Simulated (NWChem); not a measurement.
Molecule: BeSi₂H₆; SMILES [SiH3][Be][SiH3]

Results from NWChem. Medium grid unless said otherwise, to which SCAN and Minnesota functionals are sensitive. All runs use the structure optimised with B3LYP/6-31G* (spherical d). Hybrids' shares of exact exchange are those that their runs print; pure functionals count as 0. The functionals differ in more than this share.

```
row                     share of exact exchange  highest occupied level (eV)
----------------------  -----------------------  ---------------------------
PBE/def2-TZVP                              0.00                        -6.42
HCTH/407/def2-TZVP                         0.00                        -6.56
B3LYP/def2-TZVP                            0.20                        -7.31
B97-2/def2-TZVP                            0.21                        -7.27
M06/def2-TZVP                              0.27                        -7.37
PW6B95/def2-TZVP                           0.28                        -7.53
Hartree-Fock/def2-TZVP                     1.00                     withheld
```

### Question
Fit a straight line of the last column on the one before it, predict the withheld value, and compare with the run.

### Answer

1. Means of the 6 shown rows: x = 0.160, y = -7.077. Slope Σ(x − x̄)(y − ȳ)/Σ(x − x̄)² = -0.2934/0.08180 = -3.587; intercept -6.503.
2. The shown rows scatter about the line by 0.070 (root mean square); the largest residual is +0.10, at M06/def2-TZVP.
3. At x = 1.00 (Hartree-Fock/def2-TZVP; beyond the shown range) the line gives -10.09.
4. The run gives -9.98, +0.11 from the line, 1.6 times the scatter.
